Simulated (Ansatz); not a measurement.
The same path of CH5F2SbSi (10 atoms, charge 0, multiplicity 1) was run twice with different band settings. The coordinate that changes most is the dihedral H6–C1–Si2–Sb4.

Theory: Ansatz, RKS PBE0-D4/def2-SVP.

Relaxed end points:

```xyz
10
Properties=species:S:1:pos:R:3
C -1.230 0.312 -0.244
Si 0.485 -0.036 -0.873
F 1.042 1.258 -1.703
Sb 2.010 -0.353 1.200
F 0.735 0.700 2.258
H -1.861 0.759 -1.028
H -1.169 0.993 0.618
H -1.698 -0.625 0.097
H 0.556 -1.202 -1.805
H 1.211 -1.857 1.483
```

```xyz
10
Properties=species:S:1:pos:R:3
C -1.273 0.075 -0.207
Si 0.438 -0.213 -0.875
F 0.755 0.863 -2.064
Sb 2.099 0.245 1.065
F 0.739 1.371 1.922
H -1.263 0.966 0.439
H -1.584 -0.785 0.406
H -2.002 0.213 -1.020
H 0.630 -1.571 -1.467
H 1.545 -1.217 1.802
```

Common settings: movable images 5; climbing image yes; spring 5.0 eV/Å²; start path IDPP; force threshold 0.05 eV/Å; iteration limit 60; end points relaxed.

| run | optimiser |
| --- | --- |
| 1 | quadratic models (default) |
| 2 | fire |

Question: What does each run give, and how far can it be trusted?

Answer: Run 1: converged after 13 iterations, highest image 0.049 eV above the first end. A vibrational analysis at the climbing image gives one clearly imaginary mode, 133i cm⁻¹: a first-order saddle point.
Run 2: converged after 27 iterations, highest image 0.045 eV above the first end. The order of the stationary point at the top wasn't checked.
